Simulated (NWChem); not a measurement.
Program: NWChem. System: C₂H₆Cl₂Si, charge 0, spin multiplicity 1, displaced from the optimised geometry. The structure started from a generated list of species.

Input file:

```
start mol
memory heap 200 mb stack 900 mb global 1100 mb
geometry units angstroms nocenter noautoz
  C      0.000000     1.604745    -1.379523
  Si     0.000000     0.000000    -0.344583
  C      0.000000    -1.604745    -1.379523
  Cl     1.723603     0.000000     0.910106
  Cl    -1.723603     0.000000     0.910106
  H     -0.918895     1.648235    -2.038009
  H      0.000000     2.512441    -0.706566
  H      0.918895     1.648235    -2.038009
  H      0.000000    -2.512441    -0.706566
  H     -0.918895    -1.648235    -2.038009
  H      0.918895    -1.648235    -2.038009
  symmetry group C2v
end
basis spherical
  * library def2-svp
end
dft
  xc slater vwn_5
  semidirect memsize 60000000 filesize 0
  iterations 100
  convergence nodiis damp 40
end
task dft gradient
```

The output up to the point where the run's verdict is printed (cleaned and shortened):

```
             Northwest Computational Chemistry Package (NWChem) 7.3.0
             --------------------------------------------------------

                                NWChem Input Module
                                -------------------

 Scaling coordinates for geometry "geometry" by  1.889725989
 (inverse scale =  0.529177249)

 Turning off AUTOSYM since
 SYMMETRY directive was detected!

                             Geometry "geometry" -> ""
                             -------------------------

 Output coordinates in angstroms (scale by  1.889725989 to convert to a.u.)

  No.       Tag          Charge          X              Y              Z
 ---- ---------------- ---------- -------------- -------------- --------------
    1 C                    6.0000     0.00000000     1.60474500    -1.37952300
    2 Si                  14.0000     0.00000000     0.00000000    -0.34458300
    3 C                    6.0000     0.00000000    -1.60474500    -1.37952300
    4 Cl                  17.0000     1.72360300     0.00000000     0.91010600
    5 Cl                  17.0000    -1.72360300     0.00000000     0.91010600
    6 H                    1.0000    -0.91889500     1.64823500    -2.03800900
    7 H                    1.0000     0.00000000     2.51244100    -0.70656600
    8 H                    1.0000     0.91889500     1.64823500    -2.03800900
    9 H                    1.0000     0.00000000    -2.51244100    -0.70656600
   10 H                    1.0000    -0.91889500    -1.64823500    -2.03800900
   11 H                    1.0000     0.91889500    -1.64823500    -2.03800900

 Effective nuclear repulsion energy (a.u.)     352.4198018152

            Nuclear Dipole moment (a.u.)
            ----------------------------
        X                 Y               Z
 ---------------- ---------------- ----------------
     0.0000000000     0.0000000000    -0.0000037795

      Symmetry information
      --------------------

 Group name             C2v
 Group number             16
 Group order               4
 No. of unique centers     5

      Symmetry unique atoms
[...]
 Grid integrated density:      65.999850515539
 Requested integration accuracy:   0.10E-05
 d= 0,ls=0.5         70  -1216.4394790470 -8.34D+00  2.32D-01              10.0
 d= 0,ls=0.5         71  -1208.0988641069  8.34D+00  2.32D-01              10.1
 Grid integrated density:      65.999850515539
 Requested integration accuracy:   0.10E-05
 d= 0,ls=0.5         72  -1216.4394790470 -8.34D+00  2.32D-01              10.2
 d= 0,ls=0.5         73  -1208.0988641069  8.34D+00  2.32D-01              10.3
 Grid integrated density:      65.999850515539
 Requested integration accuracy:   0.10E-05
 d= 0,ls=0.5         74  -1216.4394790470 -8.34D+00  2.32D-01              10.4
 d= 0,ls=0.5         75  -1208.0988641069  8.34D+00  2.32D-01              10.5
 Grid integrated density:      65.999850515539
 Requested integration accuracy:   0.10E-05
 d= 0,ls=0.5         76  -1216.4394790470 -8.34D+00  2.32D-01              10.6
 d= 0,ls=0.5         77  -1208.0988641069  8.34D+00  2.32D-01              10.7
 Grid integrated density:      65.999850515539
 Requested integration accuracy:   0.10E-05
 d= 0,ls=0.5         78  -1216.4394790470 -8.34D+00  2.32D-01              10.8
 d= 0,ls=0.5         79  -1208.0988641069  8.34D+00  2.32D-01              11.0
 Grid integrated density:      65.999850515539
 Requested integration accuracy:   0.10E-05
 d= 0,ls=0.5         80  -1216.4394790470 -8.34D+00  2.32D-01              11.1
 d= 0,ls=0.5         81  -1208.0988641069  8.34D+00  2.32D-01              11.2
 Grid integrated density:      65.999850515539
 Requested integration accuracy:   0.10E-05
 d= 0,ls=0.5         82  -1216.4394790470 -8.34D+00  2.32D-01              11.3
 d= 0,ls=0.5         83  -1208.0988641069  8.34D+00  2.32D-01              11.5
 Grid integrated density:      65.999850515539
 Requested integration accuracy:   0.10E-05
 d= 0,ls=0.5         84  -1216.4394790470 -8.34D+00  2.32D-01              11.6
 d= 0,ls=0.5         85  -1208.0988641069  8.34D+00  2.32D-01              11.8
 Grid integrated density:      65.999850515539
 Requested integration accuracy:   0.10E-05
 d= 0,ls=0.5         86  -1216.4394790470 -8.34D+00  2.32D-01              12.0
 d= 0,ls=0.5         87  -1208.0988641069  8.34D+00  2.32D-01              12.1
 Grid integrated density:      65.999850515539
 Requested integration accuracy:   0.10E-05
 d= 0,ls=0.5         88  -1216.4394790470 -8.34D+00  2.32D-01              12.3
 d= 0,ls=0.5         89  -1208.0988641069  8.34D+00  2.32D-01              12.4
 Grid integrated density:      65.999850515539
 Requested integration accuracy:   0.10E-05
 d= 0,ls=0.5         90  -1216.4394790470 -8.34D+00  2.32D-01              12.5
 d= 0,ls=0.5         91  -1208.0988641069  8.34D+00  2.32D-01              12.6
 Grid integrated density:      65.999850515539
 Requested integration accuracy:   0.10E-05
 d= 0,ls=0.5         92  -1216.4394790470 -8.34D+00  2.32D-01              12.7
 d= 0,ls=0.5         93  -1208.0988641069  8.34D+00  2.32D-01              12.8
 Grid integrated density:      65.999850515539
 Requested integration accuracy:   0.10E-05
 d= 0,ls=0.5         94  -1216.4394790470 -8.34D+00  2.32D-01              12.9
 d= 0,ls=0.5         95  -1208.0988641069  8.34D+00  2.32D-01              13.0
 Grid integrated density:      65.999850515539
 Requested integration accuracy:   0.10E-05
 d= 0,ls=0.5         96  -1216.4394790470 -8.34D+00  2.32D-01              13.1
 d= 0,ls=0.5         97  -1208.0988641069  8.34D+00  2.32D-01              13.2
 Grid integrated density:      65.999850515539
 Requested integration accuracy:   0.10E-05
 d= 0,ls=0.5         98  -1216.4394790470 -8.34D+00  2.32D-01              13.3
 d= 0,ls=0.5         99  -1208.0988641069  8.34D+00  2.32D-01              13.5
 Grid integrated density:      65.999850515539
 Requested integration accuracy:   0.10E-05
 d= 0,ls=0.5        100  -1216.4394790470 -8.34D+00  2.32D-01              13.6
```

The run did not converge; its last values are not results. The next line reads: Calculation failed to converge. NWChem stopped with the message: dft gradient failed.
